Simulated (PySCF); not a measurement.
A structure optimised at B3LYP-D3(BJ)/def2-SVP, used in a PySCF frequency run:

```xyz
12

C      2.3140     0.4942    -0.1689
C      1.0346    -0.2781     0.0538
C      0.2370    -0.8354    -1.1065
C     -0.2884     0.3248    -0.3134
Cl    -1.6924     0.0995     0.7534
H      2.5255     1.1690     0.6763
H      2.2555     1.1072    -1.0827
H      3.1731    -0.1874    -0.2813
H      1.0132    -0.8928     0.9600
H      0.5818    -0.6355    -2.1261
H     -0.2582    -1.7999    -0.9704
H     -0.3027     1.3159    -0.7740
```

**Question.** Write its SMILES and formula.

**Answer.** C[C@@H]1C[C@H]1Cl, C4H7Cl

**Question.** What are its rotational constants (standard atomic weights)?

**Answer.** 9.7318, 2.1926, 1.9643 GHz
